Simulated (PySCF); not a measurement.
**Iodine: a sound run and one with changed settings**

Sound run: I⁺ [Kr] 4d10 5s2 5p4, I²⁺ [Kr] 4d10 5s2 5p3. All numbers are calculated (PySCF 2.14, a scalar-relativistic core potential, in def2-TZVP with the def2 core potential (28 electrons)). The sound run starts from symmetry-adapted Hartree-Fock orbitals and uses a fine grid where one is needed.

A second run was set up differently.

```csv
species,method,sound run (hartree),changed run (hartree),converged
I⁺,UHF,-296.30757,-296.30757,yes
I⁺,M06-L,-297.46983,-297.40444,yes
I⁺,BP86,-297.42186,-297.42126,yes
I²⁺,UHF,-295.65756,-295.65756,yes
I²⁺,M06-L,-296.78746,-296.72886,yes
I²⁺,BP86,-296.72650,-296.72597,yes
```

Ionisation energy of I⁺:

| method | sound run (eV) | changed run (eV) |
| --- | --- | --- |
| UHF | 17.688 | 17.688 |
| M06-L | 18.568 | 18.383 |
| BP86 | 18.922 | 18.920 |

**Question.** What was changed?
A. radial grid too coarse
B. minimal basis
C. basis contracted for another Hamiltonian
D. level shift left on

**Answer.** A. It used radial step 0.3 in ln r (0.13 in the sound run). A coarse radial grid mis-integrates the density and the exchange-correlation energy, with errors of either sign; Hartree-Fock needs no grid.
